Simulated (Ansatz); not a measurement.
`BC(O)OBCl` and `BC(O)O` differ in one atom or group.

Ansatz, PBE0-D4/def2-TZVP geometries, multiplicity 1. Each molecule was computed in one conformer, which needn't be the lowest.

| property | `BC(O)OBCl` |
| --- | --- |
| LUMO energy (PBE0/def2-TZVPP) / eV | -0.72 |
| HOMO energy (PBE/def2-TZVPP) / eV | -7.09 |
| ideal-gas entropy at 298 K and 1 bar (rigid rotor, harmonic PBE0-D4/def2-TZVP) / J/(mol·K) | 350 |
| size of the dipole moment (PBE/def2-TZVPP) / D | 3.27 |
| size of the dipole moment (ωB97M-V/def2-TZVPP) / D | 3.41 |
| LUMO energy (PBE/def2-TZVPP) / eV | -1.73 |

What does the change do to each property? (Best estimate.)

The calculation gave: 
| property | `BC(O)O` | shift |
| --- | --- | --- |
| LUMO energy (PBE0/def2-TZVPP) / eV | 0.16 | 0.88 |
| HOMO energy (PBE/def2-TZVPP) / eV | -6.78 | 0.31 |
| ideal-gas entropy at 298 K and 1 bar (rigid rotor, harmonic PBE0-D4/def2-TZVP) / J/(mol·K) | 281 | -69 |
| size of the dipole moment (PBE/def2-TZVPP) / D | 4.01 | 0.74 |
| size of the dipole moment (ωB97M-V/def2-TZVPP) / D | 4.04 | 0.63 |
| LUMO energy (PBE/def2-TZVPP) / eV | -0.76 | 0.97 |

With PBE0 the HOMO rises by 0.30 eV and the LUMO rises by 0.88 eV, so the gap widens by about 0.58 eV. PBE moves the HOMO by 0.31 eV and ωB97M-V by 0.27 eV. The zero-point energy changes by -12.1 kJ/mol with -6 modes. Dipoles are sizes alone; their direction can turn. Modes under 60 cm⁻¹, often nearly free rotors, make the harmonic entropy too high.
